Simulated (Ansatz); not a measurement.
## Calibrating PBE-D4/def2-TZVPP on Si-containing radicals

The atomisation energy (no zero-point term) in kJ/mol of 8 Si-containing radicals: x at PBE-D4/def2-TZVPP, y at CCSD(T)/CBS estimate. Shapes, held fixed at every level: PBE0-D4/def2-TZVP. Flexible molecules stand in one conformer, not always the lowest. Programs: Ansatz 0.2.0.

```
                    molecule  x (kJ/mol)  y (kJ/mol)
 SiCl3 (SMILES Cl[Si](Cl)Cl)        1194        1151
                   SiH2(CH3)        2231        2224
              SiH2(OH)(SiH2)        2412        2426
                  Si(CH2)Cl3        2436        2389
                   SiH(OH)2O        2653        2629
    CH5OSi (SMILES CO[SiH2])        2736        2708
C2HF2Si (SMILES C#C[Si](F)F)        2772           ?
                   Si(CH2)F3        2996        2973
```

Question: Fit y = c + s·x to the known rows and predict y for C2HF2Si.

Answer: 
1. Means of the 7 rows: x = 2379.71, y = 2357.1.
2. Σ(Δx)² = 2013677, Σ(Δx·Δy) = 2032801, so the slope is 2032801/2013677 = 1.0095.
3. Intercept: 2357.1 − (1.0095) × 2379.71 = -45.2. The largest residual of the fit is 36.
4. C2HF2Si: -45.2 + 1.0095 × 2772 = 2753 kJ/mol.

CCSD(T)/CBS estimate gives 2687 kJ/mol, so the prediction is off by +66 kJ/mol, more than the largest residual. Uncorrected, PBE-D4/def2-TZVPP misses C2HF2Si by +85 kJ/mol, and the other rows by 27 on average. The line removes about 20 % of this miss. Left out in turn, the other rows are missed by 25 kJ/mol on average, so the withheld one doesn't follow the line. Open shells run unrestricted. The CBS estimate extrapolates MP2 from def2-TZVPP and def2-QZVPP and adds CCSD(T) − MP2 in the triple-zeta set, cores frozen.
